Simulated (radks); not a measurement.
Radial electron density D(r) = 4 pi r^2 rho(r) of an atom or ion with 11 electrons. Method: non-relativistic Kohn-Sham, TPSS, spin-polarised, spherical densities, point nucleus; meta-GGA in the generalised Kohn-Sham scheme; computed with a radial shooting solver on a logarithmic mesh with Libxc functionals.

r (bohr)  D(r) (e/bohr)  spin D(r)
0.00282          0.9169    0.00831
0.003528          1.385     0.0125
0.004413          2.074     0.0188
0.005521          3.072     0.0277
0.006853          4.427     0.0399
0.008573          6.359     0.0570
0.01073           8.939     0.0795
0.01342           12.23      0.108
0.01679           16.20      0.140
0.021             20.57      0.171
0.02628           24.83      0.195
0.03287           28.17      0.199
0.04113           29.69      0.173
0.05145           28.88      0.113
0.06437           26.12     0.0370
0.07989           23.15   -0.00451
0.09995           22.02     0.0529
0.125             24.29      0.248
0.1564            28.77      0.503
0.1957            31.51      0.604
0.2448            28.77      0.389
0.3063            20.59     0.0444
0.3832            11.18      0.123
0.4794            5.031      0.901
0.5998            2.736       1.74
0.7444            1.895       1.74
0.9314           0.9838      0.973
1.165            0.2903      0.290
1.458           0.04215     0.0421
1.824          0.002559    0.00256

What is the nuclear charge?

Answer. Z = 25. The innermost maximum, from 1s, lies near 1/Z = 0.04 bohr (found: 0.0425), and its height grows with Z. The density is that of the manganese ion Mn14+ in [Ne] 3s1; the configuration itself is not fixed sharply by these data, and Z only to about a unit. D(r) has 2 maxima, at r = 0.0425, 0.199 bohr, and minima at 0.0968 bohr, inside which lie 2.15 electrons.
